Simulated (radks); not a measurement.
Problem. Species: Zr4+. Configuration: [Kr]. All-electron calculation, non-relativistic Kohn-Sham, exchange-only B88, spin-polarised, spherical densities, point nucleus; relativity is left out, which matters for an element this heavy. Program: a radial shooting solver on a logarithmic mesh with Libxc functionals. Some entries of the table are withheld. Estimate them.

| orbital | occ. | eigenvalue (eV) | r(max) (bohr) |
|---|---|---|---|
| 1s | 2 | -17465.89 | 0.02522 |
| 2s | 2 | -2418.905 | 0.1413 |
| 2p | 6 | -2220.649 | 0.1113 |
| 3s | 2 | (1) | 0.4187 |
| 3p | 6 | -355.0141 | 0.4067 |
| 3d | 10 | -219.2979 | 0.3468 |
| 4s | 2 | -91.8258 | 1.093 |
| 4p | 6 | (2) | 1.171 |

Solution. 
(1) 3s eigenvalue (eV): -429.4562
(2) 4p eigenvalue (eV): -71.2126
